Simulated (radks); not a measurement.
Q: The mean radii <r> (bohr) of the occupied orbitals of an atom or ion are listed with their occupations. All-electron calculation, non-relativistic Kohn-Sham, PBE, spin-polarised, spherical densities, point nucleus. Program: a radial shooting solver on a logarithmic mesh with Libxc functionals.

| orbital | occ. | <r> |
|---|---|---|
| 1s up | 1 | 0.03815 |
| 1s down | 1 | 0.03815 |
| 2s up | 1 | 0.1674 |
| 2s down | 1 | 0.1674 |
| 2p up | 3 | 0.1437 |
| 2p down | 3 | 0.1437 |
| 3s up | 1 | 0.4700 |
| 3s down | 1 | 0.4700 |
| 3p up | 3 | 0.4670 |
| 3p down | 3 | 0.4670 |
| 3d up | 5 | 0.4513 |
| 3d down | 5 | 0.4511 |
| 4s up | 1 | 1.222 |
| 4s down | 1 | 1.221 |
| 4p up | 3 | 1.342 |
| 4p down | 3 | 1.339 |
| 5s up | 1 | 3.162 |
| 5p up | 2 | 3.674 |

Name the element and its charge. Open shells, if any, are filled with parallel spins first.

A: Z = 40, zirconium, charge +1: Zr+ in [Kr] 5s1 5p2. The 1s radius gives Z: for a bare nucleus <r> = 1.5/Z, 0.0375 bohr for Z = 40, and screening makes it slightly larger (0.03815 here). The occupations add up to 39, and the charge is Z minus that.
